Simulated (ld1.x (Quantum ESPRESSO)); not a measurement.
## Before and after: TM potential for Hf

- Element: hafnium (Hf)
- Generator: ld1.x (Quantum ESPRESSO) 7.5
- Type: norm-conserving Troullier–Martins (Kleinman–Bylander form)
- Functional: PBEsol
- Relativity: fully relativistic
- Frozen core: [Kr] 4d10 4f14
- Valence charge: 12
- Reference configuration: 5s2 5p6 5d3 6s1 6p0
- Partial waves: 5s (bound): rc 1.25 bohr; 5p (bound): rc 1.80 bohr; 5d (bound): rc 3.00 bohr
- Local potential: all-electron potential smoothed inside 1.60 bohr (lloc = -1)
- Core correction: none

Open shells are filled in proportion to 2j + 1 (rel_dist='average').

Occupied shells without a wave of their own: 6s. They enter only through the test configuration that unscreens the potential.

All-electron outer shells of the reference configuration (PBEsol, scalar-relativistic, ld1.x):

```tsv
shell	level (eV)	outermost node (bohr)	outermost maximum (bohr)
4d	-205.14	0.23	0.47
5s	-65.64	0.55	1.01
5p	-34.30	0.60	1.16
4f	-15.48	–	0.45
6s	-4.76	1.37	2.96
5d	-2.00	0.67	1.73
6p	-1.25	1.67	4.20
```

Change: core correction a·sin(br)/r model core inside 0.82 bohr (6s counted twice).

Cutoffs: the cutoffs (Ry, on a coarse ladder) from which the occupation-weighted sum of valence levels, in a spherical-Bessel basis at the reference potential, stays within 10 and 1 mRy of its value at 400 Ry; they do not see the model core or the augmentation charge, which bear on the density cutoff. Errors are all-electron minus pseudo energies relative to the spin-unpolarised reference configuration.

**Question.** What does the change do?

**Answer.** Of the 7 tests that both files solve, the error grows in 7 and shrinks in 0 by more than 15 % and 0.3 meV (median size 46.0 → 74.5 meV); neither file shows a bound ghost. In the changed file ld1.x takes every shell without a wave as core, so the model core holds the 6s electrons as well and exchange and correlation see them twice. This cancels in the reference configuration, but the file is broken for other ones, and its errors say nothing about a proper core correction. A model core, the more so a compact one, raises the density cutoff, which this test does not measure.

| quantity | base | changed |
| --- | --- | --- |
| bound ghosts | none | none |
| error for 5s2 5p6 5d2 6s2 6p0, meV [ΔE -2.59 eV] | -31 | -43 |
| error for 5s2 5p6 5d2 6s1 6p0, meV [ΔE 5.42 eV] | -0.2 | -56 |
| error for 5s2 5p6 5d2 6s0 6p0, meV [ΔE 19.58 eV] | +60 | -298 |
| error for 5s2 5p6 5d1 6s2 6p0, meV [ΔE 3.95 eV] | -32 | -75 |
| error for 5s2 5p6 5d3 6s0 6p0, meV [ΔE 7.42 eV] | +46 | -72 |
| error for 5s2 5p6 5d1 6s0 6p0, meV [ΔE 41.35 eV] | +87 | -577 |
| error for 5s1 5p6 5d2 6s2 6p0, meV [ΔE 70.44 eV] | -343 | -434 |
| s: phases at 3.25 bohr within 0.05 rad from the reference energy up to (Ry; the scan ends near 5) | n/a | n/a |
| p1/2: phases at 3.25 bohr within 0.05 rad from the reference energy up to (Ry; the scan ends near 5) | 3.6 | 3.6 |
| p3/2: phases at 3.25 bohr within 0.05 rad from the reference energy up to (Ry; the scan ends near 5) | 3.7 | 3.7 |
| d3/2: phases at 3.25 bohr within 0.05 rad from the reference energy up to (Ry; the scan ends near 5) | 1.5 | 1.5 |
| d5/2: phases at 3.25 bohr within 0.05 rad from the reference energy up to (Ry; the scan ends near 5) | 1.6 | 1.6 |

Base: The 6s level has no wave, so the channel is fitted at the deeper level alone: the likely source of the large errors.
